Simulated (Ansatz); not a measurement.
`[SiH3][O][InH][SeH]` + H₂ → `[SeH][InH2]` + silanol at 298.15 K and 1 bar (hydrogenolysis of the In–O bond).

Isolated molecules relaxed with PBE0-D4/def2-TZVP in Ansatz; ΔE leaves out vibrations. CCSD(T)/CBS adds triple-zeta CCSD(T) − MP2 to the extrapolated MP2 energy (def2 sets, frozen cores). This one scheme is used for every species. Elements past krypton have def2 core potentials. For In, Se outer-core shells are correlated without core-valence functions, which leaves a few kJ/mol of doubt a bond. Scalar relativity is left out up to krypton. One conformer a species, not always the lowest.

| species | CCSD(T)/CBS energy (Eh) | H − E (kJ/mol) | S (J/(mol·K)) |
| --- | --- | --- | --- |
| `[SiH3][O][InH][SeH]` | -2957.86381 | 137.7 | 400.3 |
| H₂ | -1.17544 | 35.1 | 130.4 |
| `[SeH][InH2]` | -2592.33228 | 67.0 | 303.5 |
| `O[SiH3]` | -366.69042 | 113.6 | 257.8 |

H − E and S are ideal-gas, rigid-rotor, harmonic terms from PBE0-D4/def2-TZVP, for one conformer and one mirror image of each species. For small species the MP2-based limit differs from directly extrapolated CCSD(T) by up to some mEh (0.8 for H₂); such offsets cancel only in part. 1 Eh = 2625.50 kJ/mol, R = 8.31446 J/(mol·K).

Problem. By hand: ΔE, ΔH, ΔS and ΔG.

Solution. ΔE = (-2592.33228) + (-366.69042) − (-2957.86381) − (-1.17544) = 0.01655 Eh = 43.5 kJ/mol. Δ(H − E) = 67.0 + 113.6 − 137.7 − 35.1 = 7.8, so ΔH = 51.3 kJ/mol. ΔS = 303.5 + 257.8 − 400.3 − 130.4 = 30.6 J/(mol·K). ΔG = 51.3 − 298.15 × (30.6)/1000 = 42.2 kJ/mol.

Problem. By hand: the equilibrium constant, and the temperature at which ΔG would vanish if ΔH and ΔS stayed fixed.

Solution. log₁₀ K = −ΔG/(RT ln 10) = -7.4. ΔG = 0 at ΔH/ΔS = 1676 K.

ΔH outweighs TΔS. A doubt of 5 kJ/mol in ΔE shifts log₁₀ K by 0.9 here. Other conformers and mirror images would add mixing entropy, several J/(mol·K) or more a flexible species. Modes under 60 cm⁻¹, often nearly free rotors, make the harmonic entropy too high. These are equilibria of isolated gas molecules and say nothing of rates. Largest T1 diagnostic: 0.014 (customary marks: 0.02 for closed shells, 0.045 for open ones).
